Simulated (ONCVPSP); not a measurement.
# Building the ONCV potential for Br (LDA (Perdew-Wang 92), scalar-relativistic).

bromine, optimised norm-conserving Vanderbilt (ONCV), made with ONCVPSP 4.0.1 (LDA (Perdew-Wang 92), scalar-relativistic). Core [Ar] 3d10, reference 4s2 4p2 (charge +3). Waves: 4s: rc 1.50 bohr, ncon 4, nbas 9, qcut 5.5 1/bohr, 2 projectors, debl 1 Ha; 4p: rc 1.20 bohr, ncon 4, nbas 8, qcut 7.8 1/bohr, 3 projectors, debl 2.7 Ha; d scattering state at 0.14 Ha: rc 1.65 bohr, ncon 4, nbas 8, qcut 5.1 1/bohr, 2 projectors, debl 2.4 Ha. Local part: polynomial inside 1.20 bohr (lpopt 3, dvloc0 0 Ha). Core correction: none.

In the s channel the program set the typed energies aside and used -2.003, 0.250 Ha. In the d channel the program set the typed energies aside and used 0.050, 2.450 Ha.

- Cutoffs needed: 73 Ha and 141 Ha (the cutoffs (Ha) at which the residual kinetic energy of the hardest occupied pseudo-wave falls to 1 and 0.1 mHa per electron)
- Ghost test: ghosts flagged at negative energy: p at -212.9 eV; GHOST(+) flagged for s at 107.4 eV; a true bound ghost makes a file unfit for plane-wave use
- Largest excitation error: +66 meV (all-electron minus pseudo) for 4s2 4p5, out of 4 test configurations
